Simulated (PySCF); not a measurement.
**Computed properties of AlH₃, SMILES [AlH3]**

AlH3, SMILES [AlH3]. Geometry optimised at B3LYP-D3(BJ)/def2-TZVPD. The isomer is the one that the SMILES or the coordinates give; other isomers of the formula were not compared. Other conformers were not sampled. All values are computed for the isolated molecule unless a solvent is named; none is compared with measurement here.

**Structure.** The optimised structure has D3h symmetry. All 6 harmonic modes at B3LYP-D3(BJ)/def2-TZVPD (PySCF) are real, so it is a minimum.

**Vibrations.** The strongest infrared lines (harmonic, unscaled, degenerate partners summed) lie at 1938 cm⁻¹ (525 km/mol, H 95 %), 799 cm⁻¹ (431 km/mol, H 95 %), 711 cm⁻¹ (327 km/mol, H 90 %, Al 10 %). The softest mode is at 711 cm⁻¹ and the zero-point energy is 11.6 kcal/mol.

**Electronic structure.** r2SCAN/def2-TZVPD (PySCF) places the frontier levels at -7.62 and -2.13 eV, a gap of 5.49 eV, and gives a dipole moment of 0.00 D and a mean polarisability of 32.6 bohr³. PBE/def2-TZVPD (PySCF) at the same geometry gives -7.31 and -2.53 eV, so its gap is 0.71 eV narrower. An orbital gap is neither the optical nor the fundamental gap.

**Excitations.** TDDFT-CAM-B3LYP/def2-TZVPD (PySCF) has S1 at 5.37 eV (231 nm, f = 0.000, dark); the most intense of the 10 singlets computed lies at 9.27 eV (f = 1.41). Strengths of degenerate partners are summed. T1 (TDA) is at 4.88 eV. TDDFT-PBE/def2-TZVPD (PySCF) puts S1 at 4.88 eV. No vertical singlet excitation falls in the visible range (under 3.1 eV).

**NMR.** GIAO shifts at KT2/pcSseg-2 (PySCF) (non-relativistic, atoms alike by connectivity averaged): ¹H at 5.8 ppm against TMS.
